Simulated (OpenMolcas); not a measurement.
# 5s² 5p⁴ along the 52-electron sequence

| Property | Result |
| --- | --- |
| Program | OpenMolcas |
| Method | CASSCF |
| Basis | ANO-RCC-VTZP |
| Scalar Hamiltonian | DKH2, point nucleus |
| Spin-orbit coupling | RASSI with atomic mean-field integrals over the reference wave functions, term energies averaged over their components |

Active space for each ion: 4 electrons in 3 orbitals (5p).

Computed levels in cm-1 above ³P₂:

```csv
Level,Te,I+,Xe2+
³P₁,4184,6181,8485
³P₀,4746,6537,8334
¹D₂,12345,15456,18647
¹S₀,27040,33095,39137
weight of ³P in the lowest level (%),95,94,92
```

Measured, with the error of the calculation in %. Measured levels: Te, I+ from NIST Handbook of Basic Atomic Spectroscopic Data; Xe2+ from Saloman, J. Phys. Chem. Ref. Data 33, 765 (2004).

| Level | Te | I+ | Xe2+ |
| --- | --- | --- | --- |
| ³P₁ | 4751 (-11.9) | 7087 (-12.8) | 9794 (-13.4) |
| ³P₀ | 4706 (+0.8) | 6448 (+1.4) | 8130 (+2.5) |
| ¹D₂ | 10558 (+16.9) | 13727 (+12.6) | 17099 (+9.1) |
| ¹S₀ | 23198 (+16.6) | 29501 (+12.2) | 36103 (+8.4) |

The fine-structure level ³P₀ changes by a factor of 1.76 from Te to Xe2+. Its fourth root runs 8.30, 8.99, 9.55, with steps per unit of Z of 0.69, 0.56; equal steps would mean a (Z - σ)^4 law with constant σ.

¹D₂ changes by a factor of 1.51 over the same range, with steps per unit of Z of +3110, +3190 cm-1.

With the s shell closed, the reference lacks s² → p² mixing. Computed and measured levels are paired by configuration, term and J; levels that our copy of the source lacks, or whose pairing is in doubt (as where it misses far off the trend of its configuration), stay unpaired and out of the deviations. Only configurations of the active space appear.
